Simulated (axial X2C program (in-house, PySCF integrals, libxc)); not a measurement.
Spin–orbit effects down a group: molecules with H (ions), CCSD

All values come from calculations with an in-house relativistic program for diatomic molecules, spin-free (one-electron X2C) or two-component (2c: spin–orbit coupling with atomic mean-field Coulomb and Gaunt terms, which also bring small scalar terms), in Dyall basis sets with cores contracted in-house; open shells are unrestricted.

Basis sets: Ge dyall-cv3z, H dyall-v3z, Pb dyall-cv3z, Si dyall-v3z, Sn dyall-cv3z. Frozen shells (counts by l): SiH⁺ Si 2s1p, H none, 4 electrons correlated; GeH⁺ Ge 3s2p, H none, 14 electrons correlated; SnH⁺ Sn 4s3p1d, H none, 14 electrons correlated; PbH⁺ Pb 5s4p2d1f, H none, 14 electrons correlated. Coupled cluster in natural virtuals with an MP2 remainder. Where the outer core of a metal is frozen, bonds come out longer and ionisation energies lower. Frozen cores can differ along the series, which adds to the trend.

```tsv
molecule	spin-free state	Re (Å)	ωe (cm⁻¹)	De (eV)	2c state	Re 2c (Å)	ωe 2c (cm⁻¹)	De 2c (eV)
SiH⁺	M_S = 0, Λ = 0	1.511	2156.9	3.33	Ω = 0	1.511	2156.6	3.31
GeH⁺	M_S = 0, Λ = 0	1.568	2028.1	3.08	Ω = 0	1.569	2026.4	2.96
SnH⁺	M_S = 0, Λ = 0	1.750	1845.3	2.79	Ω = 0	1.750	1841.7	2.48
PbH⁺	M_S = 0, Λ = 0	1.817	1739.1	2.59	Ω = 0	1.806	1705.7	1.73
```

Question: Work out the shifts from the spin-free to the two-component result.

Answer: 

```
molecule  2c state  ΔRe (Å)  Δωe (cm⁻¹)  ΔDe (eV)
    SiH⁺     Ω = 0    0.000        -0.3     -0.02
    GeH⁺     Ω = 0    0.001       noise     -0.12
    SnH⁺     Ω = 0    0.000        -3.6     -0.31
    PbH⁺     Ω = 0   -0.011       -33.4     -0.86
```

Shifts of one unit in the last digit are rounding. Where the truncated virtual spaces of the two runs make Δωe unreliable it is marked noise.

Fragments in 2c: Si+ + H, Ge+ + H, Sn+ + H, Pb+ + H. Each entry is the lowest single determinant of a limited PBE0 search at one distance. De goes to single-determinant-based atoms at the same level (for ions the charge split of lowest energy) and is withheld (n/a) where an atom does not fit its ground term or J level. Main or longest-lived isotopes.
